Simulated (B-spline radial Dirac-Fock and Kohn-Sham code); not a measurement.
## The N-like isoelectronic sequence (7 electrons), Z = 48 to 55

Method: Dirac-Fock (average of configuration) total-energy differences with a finite nucleus, the Breit interaction including its frequency dependence, and self-energy and vacuum-polarisation corrections. Computed with a B-spline atomic structure program. Binding energies in eV, tabulated ground configurations ([He] 2s2 2p3 throughout). The model has no electron correlation.

| ion | 1s | 2s | outermost level | NIST ionisation energy |
| --- | --- | --- | --- | --- |
| Cd⁴¹⁺ | 30010.9 | 6839.6 | 6532.6 (2p) | 6460 ± 40 |
| In⁴²⁺ | 31362.8 | 7166.5 | 6841.7 (2p) | 6770 ± 50 |
| Sn⁴³⁺ | 32747.5 | 7501.9 | 7158.3 (2p) | 7080 ± 50 |
| Sb⁴⁴⁺ | 34165.3 | 7845.9 | 7482.4 (2p) | 7390 ± 4 |
| Te⁴⁵⁺ | 35616.4 | 8198.6 | 7814.1 (2p) | 7714 ± 4 |
| I⁴⁶⁺ | ? | ? | ? | ? |
| Xe⁴⁷⁺ | 38620.2 | 8930.6 | 8500.5 (2p) | 8382 ± 4 |
| Cs⁴⁸⁺ | 40173.4 | 9310.0 | 8855.2 (2p) | 8726 ± 4 |

Question: Fill in the row of I⁴⁶⁺.

Answer: 1s 37101.3, 2s 8560.2, outermost 8153.5 (2p), NIST 8044 ± 4 eV.

NIST's values are for the lowest levels; a dash marks a value that is missing or belongs to another shell. Their kind here: semi-empirical, theoretical. Where a p, d or f shell is open in either ion the computed value averages over both j values and all terms, while the table refers to the lowest levels; that difference holds spin-orbit splitting (largest in heavy or highly charged ions), term energies where several electrons share open shells, and correlation, and it can reach 10 % or more.
